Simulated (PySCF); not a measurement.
C5H4OS (charge +1 and doublet state).
Atom-mapped SMILES: `[O:1]=[C:2]1[CH:3]=[CH:4][S:5][CH:6][CH+:7]1` (hydrogens: H8 on C3; H9 on C4; H10 on C6; H11 on C7)

Computed, not measured: UKS B3LYP, IGLO-III on C O S, pcH-1 on H, non-relativistic, mean-field spin-orbit, GIAO in PySCF 2.14.0. Geometry: PBE0-D3(BJ)/def2-SVP; no solvent, vibrations or thermal averaging. No frequencies were computed at this geometry's level, so the symmetric structure isn't shown to be a minimum.

Output of the driver script. The program numbers atoms from 0.

```
UKS, coarse grid
  cycle   1  E = -665.94615915  |g| = 6.52e-01
  cycle   2  E = -662.75060352  |g| = 2.12e+00
  cycle   3  E = -666.07056803  |g| = 3.47e-01
  cycle   4  E = -666.12927396  |g| = 1.57e-01
  cycle   5  E = -666.13987186  |g| = 6.94e-02
  cycle   6  E = -666.14194215  |g| = 2.58e-02
  cycle   7  E = -666.14242882  |g| = 1.39e-02
  cycle   8  E = -666.14258775  |g| = 9.31e-03
  cycle   9  E = -666.14270887  |g| = 2.30e-03
  cycle  10  E = -666.14271791  |g| = 6.32e-04
UKS, final grid
  cycle   1  E = -666.14270486  |g| = 8.52e-04
  cycle   2  E = -666.14270382  |g| = 1.79e-03
  cycle   3  E = -666.14270522  |g| = 1.99e-04
  cycle   4  E = -666.14270524  |g| = 6.52e-05
  cycle   5  E = -666.14270525  |g| = 7.12e-05
  cycle   6  E = -666.14270526  |g| = 2.98e-05
  cycle   7  E = -666.14270527  |g| = 2.55e-05
E = -666.14270527 Eh   <S^2> = 0.7924 (exact 0.7500)
g shifts (ppm)      1          2          3
  rmc          -254       -254       -254
  gc            -15         54         53
  oz_so          83       9306      43382
  total        -186       9105      43181
hyperfine (MHz)  atom isotope    a_iso     a_fc   dipolar eigenvalues
    0   17O     -25.17     -25.17   -137.42     68.68     68.74
    1   13C     -40.76     -40.76    -25.77      8.75     17.02
    2   13C      22.15      22.15    -22.46    -22.13     44.59
    3   13C     -19.86     -19.86    -13.36      5.31      8.05
    4   33S      19.68      19.68    -35.84    -33.76     69.59
    5   13C     -19.87     -19.87    -13.38      5.32      8.06
    6   13C      22.17      22.17    -22.48    -22.14     44.62
    7    1H     -19.89     -19.89     -7.94     -2.87     10.81
    8    1H       5.83       5.83     -2.53     -0.97      3.50
    9    1H       5.83       5.83     -2.53     -0.97      3.50
   10    1H     -19.90     -19.90     -7.95     -2.87     10.82
```

Task: The run flagged its g tensor. What set off the flag, and which results does it touch?

Result: The largest g shift is +0.043, past the limit of 0.03 at which the run flags a species of elements up to argon. The orbital-Zeeman/spin–orbit term is second order, a sum of spin–orbit matrix elements over excitation energies, so it grows and becomes less reliable as an excited state comes close; a shift of this size calls for a check with another method. The contact and dipolar couplings don't rest on that expansion, but they belong to the state that the SCF found, and a close-lying state with the spin in another orbital would have other couplings; no stability test was run. The run left out the spin–orbit part of the hyperfine coupling.

Task: Where is the spin in this solution (atoms counted from 1)?

Result: The Mulliken spin populations are largest on O1 (+0.47), S5 (+0.37), C7 (+0.30) and C3 (+0.30). Four atoms exceed +0.15. ⟨S²⟩ = 0.7924 against the exact 0.7500, 5.7 % above the value of a pure doublet state. C6, the radical centre as drawn in `O=C1C=CS[CH][CH+]1`, holds a spin population of -0.12 out of 1.

Task: Average a_iso over equivalent nuclei, turn it into first-order splittings with g = 2.0023, and give the multiplets for abundant isotopes (0.05 mT or more).

Result: 
```csv
nuclei (from 1),isotope,I,position,a_iso (MHz),|a| (mT),splits into
H8/H11,1H,1/2,1 bond from C3,-19.9,0.71,1:2:1 triplet
H9/H10,1H,1/2,"2 bonds from C3, on C4 of spin population -0.12",5.8,0.21,1:2:1 triplet
```

Main spin sites, with 60 % or more of the largest population: O1, C3, S5, C7; positions count bonds from the nearest.

The run took 88 s wall on one thread of an x86-64 server, no GPU, on a shared host.
